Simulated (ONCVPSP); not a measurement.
# Reading a pseudo-wave (Co)

Columns: radius, all-electron u(r) and pseudo u(r) of the 3d shell (level -12.42 eV) of cobalt in the configuration [Ne] 3s2 3p6 3d7 4s1.5; PBEsol, scalar-relativistic, ONCV scheme, ONCVPSP 4.0.1.

```json
{"r (bohr)": "0.072", "all-electron": "0.0380", "pseudo": "0.0063"}
{"r (bohr)": "0.145", "all-electron": "0.1787", "pseudo": "0.0484"}
{"r (bohr)": "0.217", "all-electron": "0.3667", "pseudo": "0.1470"}
{"r (bohr)": "0.290", "all-electron": "0.5535", "pseudo": "0.3057"}
{"r (bohr)": "0.362", "all-electron": "0.7067", "pseudo": "0.4997"}
{"r (bohr)": "0.435", "all-electron": "0.8219", "pseudo": "0.7013"}
{"r (bohr)": "0.507", "all-electron": "0.8972", "pseudo": "0.8713"}
{"r (bohr)": "0.580", "all-electron": "0.9393", "pseudo": "0.9900"}
{"r (bohr)": "0.652", "all-electron": "0.9543", "pseudo": "1.0464"}
{"r (bohr)": "0.725", "all-electron": "0.9493", "pseudo": "1.0489"}
{"r (bohr)": "0.798", "all-electron": "0.9300", "pseudo": "1.0130"}
{"r (bohr)": "0.870", "all-electron": "0.9015", "pseudo": "0.9583"}
{"r (bohr)": "0.942", "all-electron": "0.8669", "pseudo": "0.8989"}
{"r (bohr)": "1.015", "all-electron": "0.8282", "pseudo": "0.8424"}
{"r (bohr)": "1.088", "all-electron": "0.7877", "pseudo": "0.7923"}
{"r (bohr)": "1.160", "all-electron": "0.7473", "pseudo": "0.7481"}
{"r (bohr)": "1.232", "all-electron": "0.7071", "pseudo": "0.7071"}
{"r (bohr)": "1.305", "all-electron": "0.6673", "pseudo": "0.6673"}
{"r (bohr)": "1.378", "all-electron": "0.6289", "pseudo": "0.6288"}
{"r (bohr)": "1.450", "all-electron": "0.5926", "pseudo": "0.5925"}
{"r (bohr)": "1.522", "all-electron": "0.5579", "pseudo": "0.5578"}
{"r (bohr)": "1.595", "all-electron": "0.5245", "pseudo": "0.5244"}
{"r (bohr)": "1.668", "all-electron": "0.4929", "pseudo": "0.4928"}
{"r (bohr)": "1.740", "all-electron": "0.4635", "pseudo": "0.4634"}
{"r (bohr)": "1.812", "all-electron": "0.4357", "pseudo": "0.4357"}
{"r (bohr)": "1.885", "all-electron": "0.4093", "pseudo": "0.4092"}
```

Task: How many radial nodes do the two functions have?

Result: The all-electron 3d function has n − l − 1 = 0; the pseudo-wave has 0.

Task: At about which radius was the pseudo-wave matched?

Result: 1.30 bohr, where the columns begin to agree (steps of 0.07 bohr).

Task: Is the pseudo-wave norm-conserving?

Result: Yes: the ONCV scheme keeps the norm inside the radius equal to the all-electron one, which fixes the energy derivative of the logarithmic derivative at the level.
